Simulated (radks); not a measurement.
The numbers below are computed, except where a source is named.
All-electron atom: neutral bismuth in [Hg] 6p3.

Code: a radial shooting solver on a logarithmic mesh with Libxc functionals. Model: scalar-relativistic Kohn-Sham, PBE, spin-polarised, spherical densities, finite nucleus; open shells are filled with parallel spins first (spin-orbit coupling, left out, can overturn this in heavy ions); Fermi nuclear charge, rms radius 5.5211 fm.

Energy parts (eV):
part                       energy
total                  -585706.56
kinetic                 663827.52
electron-nucleus      -1463641.67
Hartree                 224843.18
exchange-correlation    -10735.59

Orbitals (lengths in bohr, moments of r in powers of bohr; r(90%) holds 90 % of the orbital's charge):
orbital,occ.,eigenvalue (eV),<1/r>,<r^4>,<r>,r(90%)
1s up,1,-90616.95,103.2,3.330e-07,0.01580,0.0290
1s down,1,-90616.92,103.2,3.330e-07,0.01580,0.0290
2s up,1,-16282.70,24.25,0.00004781,0.06649,0.103
2s down,1,-16282.69,24.25,0.00004781,0.06649,0.103
2p up,3,-13934.57,21.22,0.00003998,0.06054,0.0988
2p down,3,-13934.55,21.22,0.00003998,0.06054,0.0988
3s up,1,-3930.388,8.988,0.001711,0.1716,0.252
3s down,1,-3930.368,8.988,0.001711,0.1716,0.252
3p up,3,-3259.122,8.110,0.001919,0.1737,0.260
3p down,3,-3259.099,8.110,0.001919,0.1737,0.260
3d up,5,-2583.329,7.603,0.001474,0.1575,0.244
3d down,5,-2583.310,7.603,0.001474,0.1575,0.244
4s up,1,-901.8940,3.877,0.03703,0.3771,0.540
4s down,1,-901.8614,3.877,0.03703,0.3771,0.540
4p up,3,-681.8405,3.480,0.04986,0.4026,0.583
4p down,3,-681.8053,3.480,0.04985,0.4026,0.583
4d up,5,-429.8335,3.131,0.06649,0.4225,0.628
4d down,5,-429.7935,3.131,0.06647,0.4225,0.628
4f up,7,-152.3616,2.745,0.1040,0.4410,0.698
4f down,7,-152.3153,2.745,0.1040,0.4410,0.698
5s up,1,-157.4318,1.644,0.8579,0.8312,1.18
5s down,1,-157.3364,1.644,0.8571,0.8312,1.18
5p up,3,-95.6488,1.409,1.523,0.9484,1.37
5p down,3,-95.5545,1.409,1.513,0.9478,1.36
5d up,5,-26.9739,1.060,5.456,1.240,1.87
5d down,5,-26.6643,1.068,5.137,1.229,1.85
6s up,1,-14.9530,0.5849,45.38,2.188,3.20
6s down,1,-13.3981,0.5963,43.64,2.158,3.16
6p up,3,-5.1805,0.4187,187.2,3.016,4.54
6p down,0,-3.3605,0.4152,216.1,3.073,4.69

The highest occupied level is 6p up at -5.181 eV. The spin density at the nucleus is -17.98 e/bohr^3 (1s -0.81, 2s 0.30, 3s 0.28, 4s 0.10, 5s 0.86, 6s -18.71). The density falls to 0.001 e/bohr^3 at r = 4.74 bohr. Summed over all electrons, <r^2> = 74.79 bohr^2, which gives a Langevin (diamagnetic) susceptibility term of -59.2 x 10^-6 cm^3/mol. For comparison, the ionisation energy in NIST's Atomic Spectra Database is 7.286 eV (measured). In exact Kohn-Sham theory the highest level is minus the ionisation energy, but local and semilocal functionals leave it too shallow, through self-interaction and a potential that decays too fast; potentials with the right tail come closer. Spin moment in Bohr magnetons: 3.
